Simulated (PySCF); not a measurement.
# Radial density of Sc (scandium, neutral)

UHF, [Ar] 3d3, high-spin 4F determinant (an excited configuration). Calculation: PySCF 2.14, in x2c-TZVPPall; the spin-free X2C one-electron Hamiltonian (Gaussian nucleus).

```json
{"r (bohr)": "0.00143", "4πr²ρ (e/bohr)": "0.1921", "4πr²(ρα − ρβ)": "0.0000"}
{"r (bohr)": "0.00241", "4πr²ρ (e/bohr)": "0.4933", "4πr²(ρα − ρβ)": "-0.0001"}
{"r (bohr)": "0.00405", "4πr²ρ (e/bohr)": "1.246", "4πr²(ρα − ρβ)": "-0.0001"}
{"r (bohr)": "0.00681", "4πr²ρ (e/bohr)": "3.019", "4πr²(ρα − ρβ)": "-0.0003"}
{"r (bohr)": "0.0115", "4πr²ρ (e/bohr)": "6.791", "4πr²(ρα − ρβ)": "-0.0007"}
{"r (bohr)": "0.0193", "4πr²ρ (e/bohr)": "13.45", "4πr²(ρα − ρβ)": "-0.0013"}
{"r (bohr)": "0.0324", "4πr²ρ (e/bohr)": "21.59", "4πr²(ρα − ρβ)": "-0.0021"}
{"r (bohr)": "0.0545", "4πr²ρ (e/bohr)": "24.71", "4πr²(ρα − ρβ)": "-0.0033"}
{"r (bohr)": "0.0918", "4πr²ρ (e/bohr)": "19.52", "4πr²(ρα − ρβ)": "-0.0078"}
{"r (bohr)": "0.154", "4πr²ρ (e/bohr)": "20.62", "4πr²(ρα − ρβ)": "-0.0142"}
{"r (bohr)": "0.260", "4πr²ρ (e/bohr)": "26.04", "4πr²(ρα − ρβ)": "0.0304"}
{"r (bohr)": "0.437", "4πr²ρ (e/bohr)": "12.01", "4πr²(ρα − ρβ)": "0.2378"}
{"r (bohr)": "0.734", "4πr²ρ (e/bohr)": "7.708", "4πr²(ρα − ρβ)": "0.6136"}
{"r (bohr)": "1.24", "4πr²ρ (e/bohr)": "7.456", "4πr²(ρα − ρβ)": "0.9755"}
{"r (bohr)": "2.08", "4πr²ρ (e/bohr)": "1.832", "4πr²(ρα − ρβ)": "0.8447"}
{"r (bohr)": "3.49", "4πr²ρ (e/bohr)": "0.4426", "4πr²(ρα − ρβ)": "0.4249"}
{"r (bohr)": "5.88", "4πr²ρ (e/bohr)": "0.1114", "4πr²(ρα − ρβ)": "0.1113"}
{"r (bohr)": "9.89", "4πr²ρ (e/bohr)": "0.005762", "4πr²(ρα − ρβ)": "0.0058"}
```

Densities and radii are taken from the X2C orbitals without a picture-change correction, which distorts them close to the nucleus.

Question: Where is the radial spin density 4πr²(ρα − ρβ) most negative, and why is it negative at all?

Answer: Around r = 0.154 bohr, down to -0.0142 e/bohr: exchange with the open shell polarises the paired shells in an unrestricted calculation.
